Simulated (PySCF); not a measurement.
## Relaxation of quintet WHF

All numbers come from UPBE0/[W def2-TZVP with ECP60, H def2-TZVP, F def2-TZVP], scalar-relativistic core potentials, density fitting, no spin–orbit coupling, PySCF. A (50,194) grid was used.

A hand-made linear start, of C∞v symmetry, held to at least that symmetry:

```xyz
3
charge 0 multiplicity 5, angstrom
W     0.0000    0.0000   -0.1789
H     0.0000    0.0000   -1.8689
F     0.0000    0.0000    1.8311
```

Problem. What does it relax to?

Solution. It ends at C∞v with W–F 1.914 Å, W–H 1.798 Å; F–W–H 180.0°. A frequency run shows 1 imaginary mode, down to 608i cm⁻¹, so it is a saddle point. Other isomers or separated fragments may lie lower.

Problem. How much energy is released, and in how many steps?

Solution. 15.0 kJ/mol in 4 steps.

Open d and f shells are described by one determinant, and the ground state may have another occupation or spin. No spin–orbit coupling is included, which matters more the heavier the element.
